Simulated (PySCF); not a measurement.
Molfile (atoms numbered from 1):
```
C7H9N
     RDKit          3D

 17 17  0  0  0  0  0  0  0  0999 V2000
   -2.4666   -0.4291    0.2550 C   0  0  0  0  0  0  0  0  0  0  0  0
   -1.3826   -0.2951   -0.8104 C   0  0  0  0  0  0  0  0  0  0  0  0
   -0.0225   -0.1001   -0.2002 C   0  0  0  0  0  0  0  0  0  0  0  0
    0.5559    1.1708   -0.0881 C   0  0  0  0  0  0  0  0  0  0  0  0
    1.7971    1.2983    0.5275 C   0  0  0  0  0  0  0  0  0  0  0  0
    2.4232    0.1541    1.0145 C   0  0  0  0  0  0  0  0  0  0  0  0
    1.7675   -1.0665    0.8571 C   0  0  0  0  0  0  0  0  0  0  0  0
    0.5824   -1.1947    0.2704 N   0  0  0  0  0  0  0  0  0  0  0  0
   -3.4525   -0.6106   -0.1991 H   0  0  0  0  0  0  0  0  0  0  0  0
   -2.2354   -1.2710    0.9247 H   0  0  0  0  0  0  0  0  0  0  0  0
   -2.5375    0.4815    0.8704 H   0  0  0  0  0  0  0  0  0  0  0  0
   -1.3494   -1.2146   -1.4148 H   0  0  0  0  0  0  0  0  0  0  0  0
   -1.6123    0.5413   -1.4893 H   0  0  0  0  0  0  0  0  0  0  0  0
    0.0347    2.0454   -0.4847 H   0  0  0  0  0  0  0  0  0  0  0  0
    2.2706    2.2788    0.6243 H   0  0  0  0  0  0  0  0  0  0  0  0
    3.3981    0.2017    1.5040 H   0  0  0  0  0  0  0  0  0  0  0  0
    2.2295   -1.9903    1.2255 H   0  0  0  0  0  0  0  0  0  0  0  0
  1  2  1  0
  2  3  1  0
  3  4  2  0
  4  5  1  0
  5  6  2  0
  6  7  1  0
  7  8  2  0
  8  3  1  0
  1  9  1  0
  1 10  1  0
  1 11  1  0
  2 12  1  0
  2 13  1  0
  4 14  1  0
  5 15  1  0
  6 16  1  0
  7 17  1  0
M  END
```

[PySCF: PBE0-D3(BJ)/def2-SVP geometry; GIAO PBE0/pcSseg-1 shieldings; B3LYP/pcJ-1 coupling constants (spin–dipole term only in couplings to heteroatoms); non-relativistic; no solvent; a single conformation; fast rotation and ring inversion assumed for equivalent nuclei]

Scale: 1H (σref 31.27) vs TMS (reference shieldings calculated alike).

The spectrum was simulated from the full spin Hamiltonian at 400 MHz with 1.0 Hz Lorentzian lines, from shifts rounded to 0.01 ppm and J to 0.1 Hz, couplings under 1 Hz left out.

Problem. List the maxima of its 1H spectrum with integrals.

Solution. 
Maxima in ppm (height), grouped by integral:
1H: 8.720 (11), 8.717 (14), 8.716 (14), 8.713 (12), 8.707 (12), 8.704 (14), 8.703 (14), 8.700 (12)
1H: 7.663 (9), 7.659 (9), 7.643 (18), 7.638 (18), 7.622 (10), 7.617 (10)
1H: 7.142 (21), 7.139 (21), 7.120 (20), 7.118 (20)
1H: 7.057 (18), 7.043 (18), 7.036 (17), 7.023 (16)
2H: 2.692 (16), 2.671 (48), 2.650 (50), 2.628 (17)
3H: 1.281 (51), 1.260 (100), 1.239 (48)

Problem. Summarise it as multiplets with assignments.

Solution. 1H NMR (400 MHz, computed): δ 8.71 (dt, J = 5.4, 1.3 Hz, 1H, H17), 7.64 (td, J = 8.4, 1.7 Hz, 1H, H15), 7.13 (dd, J = 8.5, 1.0 Hz, 1H, H14), 7.04 (dd, J = 8.3, 5.4 Hz, 1H, H16), 2.66 (q, J = 8.5 Hz, 2H, H12/H13), 1.26 (t, J = 8.5 Hz, 3H, H9/H10/H11). These are first-order names; overlap and second-order distortion can hide them in the list.

Splittings below 1 Hz are ignored in the labels, and close J values are merged. Unscaled 3J(H,H) at this level run about 9 % above measured values.
